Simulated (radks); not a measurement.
Task: All-electron atom: Pd I in [Kr] 4d10. All-electron calculation, Dirac Kohn-Sham, BLYP, spin-unpolarised, spherical densities, finite nucleus; Fermi nuclear charge, rms radius 4.5318 fm. Program: a radial shooting solver on a logarithmic mesh with Libxc functionals. Some entries of the table are withheld. Estimate them.

orbital,occ.,eigenvalue (hartree),r(max) (bohr)
1s1/2,2,-887.7114,0.02065
2s1/2,2,-129.5775,0.1169
2p1/2,2,(1),(2)
2p3/2,4,(3),(4)
3s1/2,2,(5),0.3420
3p1/2,2,-19.65365,(6)
3p3/2,4,-18.63230,(7)
3d3/2,4,-12.07770,0.2806
3d5/2,6,-11.87402,0.2834
4s1/2,2,-3.13446,0.8511
4p1/2,2,-1.99287,0.8926
4p3/2,4,-1.82904,0.9178
4d3/2,4,-0.15783,(8)
4d5/2,6,-0.14183,(9)

Result: 
(1) 2p1/2 eigenvalue (hartree): -120.2071
(2) 2p1/2 r(max) (bohr): 0.09049
(3) 2p3/2 eigenvalue (hartree): -114.3460
(4) 2p3/2 r(max) (bohr): 0.09466
(5) 3s1/2 eigenvalue (hartree): -23.35254
(6) 3p1/2 r(max) (bohr): 0.3285
(7) 3p3/2 r(max) (bohr): 0.3383
(8) 4d3/2 r(max) (bohr): 1.091
(9) 4d5/2 r(max) (bohr): 1.104
